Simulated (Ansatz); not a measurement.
Consider the silylene loss: `OCS[SiH3]` → `OCS` + `[SiH2]`.

Computed with Ansatz on PBE0-D4/def2-TZVP structures; ΔE is electronic, products minus reactants. CCSD(T)/CBS adds triple-zeta CCSD(T) − MP2 to the extrapolated MP2 energy (def2 sets, frozen cores). This one scheme is used for every species. DFT in def2-TZVPP. HSE06 is defined as in plane-wave codes. Each species was taken in one conformer, which may not be the lowest.

`OCS[SiH3]`:

Z-matrix (Å, degrees):
```
C
S 1 1.838
O 1 1.389 2 114.6
H 1 1.096 2 108.3 3 126.8
H 1 1.090 2 105.2 3 -117.2
Si 2 2.126 1 98.7 3 -86.6
H 3 0.962 1 109.1 2 62.5
H 6 1.487 2 111.4 1 -64.8
H 6 1.482 2 107.2 1 174.2
H 6 1.491 2 110.7 1 54.8
```

`OCS`:

Z-matrix (Å, degrees):
```
C
S 1 1.793
O 1 1.405 2 110.6
H 1 1.095 2 109.2 3 123.4
H 1 1.097 2 104.5 3 -120.8
H 2 1.343 1 96.4 3 -70.0
H 3 0.962 1 108.1 2 177.5
```

`[SiH2]`:

Z-matrix (Å, degrees):
```
Si
H 1 1.525
H 1 1.525 2 91.2
```

| level | ΔE (kJ/mol) | difference from CCSD(T)/CBS |
| --- | --- | --- |
| HSE06-D4 | 311.5 | 14.3 |
| CAM-B3LYP-D4 | 296.7 | -0.5 |
| ωB97X-V | 305.7 | 8.5 |
| ωB97M-V | 291.6 | -5.6 |
| revPBE | 280.6 | -16.6 |
| r2SCAN | 319.6 | 22.4 |
| r2SCAN0 | 319.1 | 21.9 |
| HSE06 | 304.1 | 6.9 |
| CAM-B3LYP | 288.5 | -8.7 |
| LC-ωPBE | 311.4 | 14.2 |
| CCSD(T)/CBS | 297.2 | 0 |

Largest T1 diagnostic among the species: 0.014.

From BLYP to BHLYP (50 % exact exchange), in def2-TZVPP and without D4, ΔE moves by +22.8 kJ/mol. In def2-TZVPP, CCSD(T) changes the Hartree–Fock value by +15.1 kJ/mol (the triples alone add +6.6 kJ/mol) and MP2 by +38.6 kJ/mol. At CCSD(T), def2-SVP lies −22.7 kJ/mol from the extrapolated value and def2-TZVPP −9.2 kJ/mol.
